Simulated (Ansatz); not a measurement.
Molecule: C₂H₅F₂Si, charge 0, multiplicity 2. It need not be the lowest isomer of its formula. 
Structure (B3LYP-D3(BJ)/def2-TZVP (Ansatz, a program for electronic structure) minimum search):
SMILES: [CH2][Si](C)(F)F
```xyz
10

Si    -0.0357     0.0139    -0.0021
F     -0.0241     1.2209     1.0483
F     -0.0918     0.6690    -1.4608
C     -1.5596    -0.9646     0.2525
C      1.5532    -0.9176     0.1614
H     -2.0006    -1.1126     1.2316
H     -2.0741    -1.4647    -0.5599
H      1.6473    -1.3517     1.1586
H      1.6044    -1.7283    -0.5678
H      2.4043    -0.2536    -0.0044
```
Charge 0, spin multiplicity 2.

Dipole moments at this geometry, in debye (magnitudes).

| level | program | dipole (D) |
|---|---|---|
| PBE/def2-TZVPD | Ansatz | 2.32 |
| r2SCAN0/def2-TZVPD | Ansatz | 2.42 |
| HSE06/def2-TZVPD | Ansatz | … |
| CAM-B3LYP/def2-TZVPD | Ansatz | 2.43 |
| CCSD(T)/aug-cc-pV(D+d)Z | Ansatz | … |

Question: Complete the blanks.

Answer: 
- HSE06/def2-TZVPD, dipole (D): 2.41
- CCSD(T)/aug-cc-pV(D+d)Z, dipole (D): 2.36
